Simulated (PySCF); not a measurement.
Unrelated species, one level of theory. Level of theory: TDDFT CAM-B3LYP/def2-SVPD, vertical, gas phase, core orbitals frozen in the response (PySCF 2.14.0, density-fitted response routines). Geometries: PBE0-D3(BJ)/def2-SVP; one conformer of each isolated species. Triplets are in the Tamm–Dancoff approximation. Atoms past krypton carry core potentials; spin–orbit coupling is left out. Ions are computed without counter-ions or solvent.

**Question.** Rank by computed HOMO–LUMO gap, lowest first.
A. `NCC1=CC=C([NH3+])C=C1`
B. `S=C=[N][GeH2][N]=C=S`
C. `[BiH2][O]C`
D. `C[SiH2]O[SiH2]O[SiH3]`
E. `[F][Nb]([F])([F])([F])[F]`
F. `[F][Al]([F])[F]`
G. `CNc1ccc([NH3+])cc1`
H. `FC(F)(F)[C@@H]1CC[C@@H]1Br`

**Answer.** G (7.06 eV), A (7.68 eV), C (8.23 eV), B (8.56 eV), H (10.09 eV), D (10.52 eV), E (11.51 eV), F (12.45 eV).

```json
{"SMILES": "CNc1ccc([NH3+])cc1", "gap (eV)": "7.06", "first f ≥ 0.01 (nm)": "278", "T1 (eV)": "–", "α (au)": "98.4", "HOMO (eV)": "-10.72", "S1 (eV)": "4.46", "S1 mainly": "H→L+1 (93%)"}
{"SMILES": "NCc1ccc([NH3+])cc1", "gap (eV)": "7.68", "first f ≥ 0.01 (nm)": "238", "T1 (eV)": "–", "α (au)": "93.5", "HOMO (eV)": "-11.50", "S1 (eV)": "5.21", "S1 mainly": "H→L+1 (72%)"}
{"SMILES": "[H][Bi]([H])[O]C", "gap (eV)": "8.23", "first f ≥ 0.01 (nm)": "243", "T1 (eV)": "4.04", "α (au)": "67.0", "HOMO (eV)": "-8.65", "S1 (eV)": "4.64", "S1 mainly": "H→L (64%)"}
{"SMILES": "[H][Ge]([H])([N]=C=S)[N]=C=S", "gap (eV)": "8.56", "first f ≥ 0.01 (nm)": "242", "T1 (eV)": "4.35", "α (au)": "115.6", "HOMO (eV)": "-8.79", "S1 (eV)": "4.87", "S1 mainly": "H-1→L (33%) in one of a degenerate set"}
{"SMILES": "FC(F)(F)[C@@H]1CC[C@@H]1Br", "gap (eV)": "10.09", "first f ≥ 0.01 (nm)": "165", "T1 (eV)": "–", "α (au)": "79.9", "HOMO (eV)": "-9.35", "S1 (eV)": "6.22", "S1 mainly": "H→L (86%)"}
{"SMILES": "C[SiH2]O[SiH2]O[SiH3]", "gap (eV)": "10.52", "first f ≥ 0.01 (nm)": "153", "T1 (eV)": "7.06", "α (au)": "95.4", "HOMO (eV)": "-9.67", "S1 (eV)": "7.37", "S1 mainly": "H→L (66%)"}
{"SMILES": "[F][Nb]([F])([F])([F])[F]", "gap (eV)": "11.51", "first f ≥ 0.01 (nm)": "–", "T1 (eV)": "6.65", "α (au)": "40.4", "HOMO (eV)": "-13.99", "S1 (eV)": "7.13", "S1 mainly": "H→L/L+1 (60%)"}
{"SMILES": "[F][Al]([F])[F]", "gap (eV)": "12.45", "first f ≥ 0.01 (nm)": "133", "T1 (eV)": "8.28", "α (au)": "20.4", "HOMO (eV)": "-13.50", "S1 (eV)": "8.54", "S1 mainly": "H→L (95%)"}
```

H and L stand for HOMO and LUMO; a dash means that no computed state gives the value. A slash joins orbitals within 0.01 eV of each other, whose weights are summed (≥ marks a lower bound).

- `CNc1ccc([NH3+])cc1`: Löwdin shares by element: HOMO carbon 36% or more, nitrogen 31% or more (atoms not listed hold the other 33%); LUMO hydrogen 54% or more, nitrogen 22% or more (atoms not listed hold the other 23%).
- `NCc1ccc([NH3+])cc1`: Löwdin shares by element: HOMO nitrogen 59% or more, carbon 12% or more, hydrogen 11% or more (atoms not listed hold the other 18%); LUMO hydrogen 54% or more, nitrogen 22% or more (atoms not listed hold the other 24%).
- `[H][Bi]([H])[O]C`: Löwdin shares by element: HOMO oxygen 50%, bismuth 21%, hydrogen 10% or more, carbon 10%; LUMO bismuth 60%, oxygen 18%, hydrogen 15% or more.
- `[H][Ge]([H])([N]=C=S)[N]=C=S`: Löwdin shares by element: HOMO sulfur 57%, nitrogen 22% (atoms not listed hold the other 20%); LUMO sulfur 27%, germanium 16%, carbon 14% or more (atoms not listed hold the other 43%).
- `FC(F)(F)[C@@H]1CC[C@@H]1Br`: Löwdin shares by element: HOMO bromine 78%, carbon 10% or more; LUMO bromine 60%, carbon 19% or more (atoms not listed hold the other 21%).
- `C[SiH2]O[SiH2]O[SiH3]`: Löwdin shares by element: HOMO oxygen 32%, silicon 16% or more, hydrogen 12% or more (atoms not listed hold the other 39%); LUMO silicon 53%, oxygen 9% or more (atoms not listed hold the other 39%).
- `[F][Nb]([F])([F])([F])[F]`: for S1 the Löwdin share of niobium is at most 2% in HOMO and 71% in LUMO (ligand-to-metal charge transfer by this measure).
- `[F][Al]([F])[F]`: Löwdin shares by element: HOMO fluorine 100%; LUMO aluminium 73%, fluorine 27%.
